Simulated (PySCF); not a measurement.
# Working out the ionisation energy of S⁺

S⁺ [Ne] 3s2 3p3 (4S) → S²⁺ [Ne] 3s2 3p2 (3P). Calculation: PySCF 2.14, in dyall-acv3z; the spin-free X2C one-electron Hamiltonian (Gaussian nucleus). Frozen: [Ne]; the 31 highest virtual orbitals dropped. Energies in hartree (1 hartree = 27.21139 eV):

```csv
part,S⁺ (lower),S²⁺ (upper)
UHF,-398.258898,-397.424299
CCSD correlation,-0.111991,-0.091408
(T),-0.003853,-0.002328
```

Task: What does Hartree-Fock give?

Result: (-397.424299) − (-398.258898) = 0.834599 hartree = 22.711 eV.

Task: What do CCSD and CCSD(T) give?

Result: The CCSD correlation energies differ by 0.020583 hartree = 0.560 eV and the triples by 0.001525 hartree = 0.041 eV, so CCSD gives 23.271 eV and CCSD(T) 23.312 eV.

A first-order spin-orbit estimate adds -0.062 eV to CCSD(T) (valence), giving 23.250 eV against 23.338 eV (measured; NIST Atomic Spectra Database, ionization energies).

What remains against the reference includes basis incompleteness, the frozen core and higher excitations.
